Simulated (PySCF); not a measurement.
**ORD: SMILES C(=CC)=C=C=C(C)Br, C7H7Br**

Geometry:
```
atom   x (Å)   y (Å)   z (Å)
  C1  -3.540   0.586  -0.220
  C2  -2.598  -0.408   0.377
  C3  -1.296  -0.293   0.363
  C4  -0.035  -0.158   0.354
  C5   1.232  -0.065   0.298
  C6   2.526   0.076   0.322
  C7   3.507  -0.399  -0.690
 Br8   3.337   1.005   1.834
  H9  -4.213   0.966   0.548
 H10  -4.149   0.105  -0.985
 H11  -3.002   1.419  -0.665
 H12  -3.052  -1.275   0.844
 H13   4.064   0.444  -1.101
 H14   4.224  -1.080  -0.229
 H15   2.991  -0.914  -1.497
```

Theory: TDDFT BHandHLYP/def2-SVPD circular dichroism and optical rotation, one conformer, gas phase (PySCF 2.14.0). Geometry: GFN2-xTB.

The calculation is non-relativistic, which matters for the atoms heavier than Zn. No stereocentre is labelled: unless the shape is locked (an allene, a helicene, a hindered biaryl), the mirror image is equally populated and a measured rotation or CD is zero.

Task: What is the specific rotation at 633, 589.3, 546, 436, 405 nm?

Result: [α] in deg dm⁻¹ (g/mL)⁻¹:
| λ (nm) | origin-invariant length gauge | modified velocity gauge | length gauge (centre of mass) | isotropic polarisability (au) |
| --- | --- | --- | --- | --- |
| 633 | +208.4 | +208.7 | +206.4 | 149.8 |
| 589.3 | +249.3 | +249.6 | +246.9 | 151.5 |
| 546 | +303.9 | +304.2 | +301.0 | 153.8 |
| 436 | +578.6 | +579.3 | +573.0 | 164.0 |
| 405 | +733.2 | +734.3 | +726.1 | 169.2 |

The shortest wavelength is close to the first absorption, where this undamped response comes out too large.

Task: And for the mirror image at 589.3 nm?

Result: -249.3 deg dm⁻¹ (g/mL)⁻¹ (origin-invariant length gauge): the same size and the opposite sign.

Task: What is the molar rotation [Φ] = [α]·M/100 of the geometry above at 589.3 nm?

Result: With M = 171.04 g/mol, +426.4 deg cm² dmol⁻¹ (origin-invariant length gauge).

The first excitation lies at 3.40 eV (365 nm) with R = -0.1 × 10⁻⁴⁰ esu² cm² (velocity form).
